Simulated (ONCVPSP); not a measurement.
Before and after: ONCV potential for sulfur (S)

```json
{
 "Element": "S",
 "Generator": "ONCVPSP 4.0.1",
 "Type": "optimised norm-conserving Vanderbilt (ONCV)",
 "Functional": "PBE",
 "Relativity": "scalar-relativistic",
 "Frozen core": "[Ne]",
 "Valence charge": "6",
 "Reference configuration": "3s2 3p4",
 "Partial waves": "3s: rc 1.45 bohr, ncon 4, nbas 9, qcut 5.6 1/bohr, 1 projector; 3p: rc 1.25 bohr, ncon 5, nbas 9, qcut 7.7 1/bohr, 2 projectors, debl 0.9 Ha; d scattering state at 0.47 Ha: rc 1.30 bohr, ncon 5, nbas 8, qcut 6.8 1/bohr, 2 projectors, debl 3.6 Ha",
 "Local potential": "polynomial inside 1.20 bohr (lpopt 5, dvloc0 6 Ha)",
 "Core correction": "Teter function, fcfact 2.5, rcfact 1.1"
}
```

Change: core correction Teter function, fcfact 6.3, rcfact 1.1.

Cutoffs: the cutoffs (Ha) at which the residual kinetic energy of the hardest occupied pseudo-wave falls to 1 and 0.1 mHa per electron; they do not see the model core or the augmentation charge, which bear on the density cutoff. Errors are all-electron minus pseudo energies relative to the spin-unpolarised reference configuration.

Problem. Predict the effect on cutoff, ghosts and configuration errors.

Solution. The potential gets neither clearly harder nor softer (30 Ha and 147 Ha → 30 Ha and 147 Ha); both files keep a bound ghost (p); of the 4 tests that both files solve, the error grows in 2 and shrinks in 0 by more than 15 % and 0.3 meV (median size 1.6 → 2.6 meV). A model core, the more so a compact one, raises the density cutoff, which this test does not measure.

| quantity | base | changed |
| --- | --- | --- |
| cutoff, loose | 30 Ha | 30 Ha |
| cutoff, tight | 147 Ha | 147 Ha |
| bound ghosts | p | p |
| GHOST(+) flags under 300 eV | none | none |
| error for 3s2 3p3, meV [ΔE 11.77 eV] | -0.5 | -0.2 |
| error for 3s2 3p2, meV [ΔE 34.05 eV] | +2.8 | +5.0 |
| error for 3s2 3p1, meV [ΔE 68.09 eV] | +26 | +35 |
| error for 3s2 3p3.5, meV [ΔE 4.66 eV] | -0.3 | -0.2 |
| s: phases at 1.47 bohr within 0.05 rad from the reference energy up to (Ha; the scan ends near 5) | 2.7 | 2.7 |
| p: phases at 1.27 bohr within 0.05 rad from the reference energy up to (Ha; the scan ends near 5) | to the end of the scan | to the end of the scan |
| d: phases at 1.32 bohr within 0.05 rad from the reference energy up to (Ha; the scan ends near 5) | to the end of the scan | to the end of the scan |
| rms error of d²Exc/dni dnj with the model core, mHa | 1.02 | 1.11 |

 A true bound ghost makes a file unfit for plane-wave use even where its test errors are small: the radial tests pick states by their node count and pass the ghost by.
